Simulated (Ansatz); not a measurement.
Ansatz (an electronic-structure program) input:

Ansatz 0.2 input:
```yaml
crystal:
  periodic: [false, false, false]
  atoms:
    - {symbol: C, position_ang: [1.58589349, -0.66338607, -0.41104951]}
    - {symbol: Ge, position_ang: [-0.03736781, 0.39962287, 0.34010819]}
    - {symbol: C, position_ang: [-1.46433623, -0.78256425, -0.60614647]}
    - {symbol: H, position_ang: [1.48232397, -0.88894358, -1.47828911]}
    - {symbol: H, position_ang: [1.68701129, -1.61171233, 0.12934242]}
    - {symbol: H, position_ang: [2.51543107, -0.10156780, -0.26693484]}
    - {symbol: H, position_ang: [-0.00485209, 1.51803257, -0.85145543]}
    - {symbol: H, position_ang: [-1.20863479, -0.99408436, -1.65040661]}
    - {symbol: H, position_ang: [-1.55937478, -1.73855470, -0.07830099]}
    - {symbol: H, position_ang: [-2.44547837, -0.29539980, -0.58424156]}
basis:
  gaussian:
    orbitals: def2-TZVPD
hamiltonian:
  xc: {name: wB97X-V}
total_charge: -1
output: {forces: true}
```

What final total energy does it print?

-2157.24527 Eh (wB97X-V/def2-TZVPD). The basis has 191 functions.

It need not be the lowest isomer of its formula. Whether it binds its extra electron was not tested at this geometry.
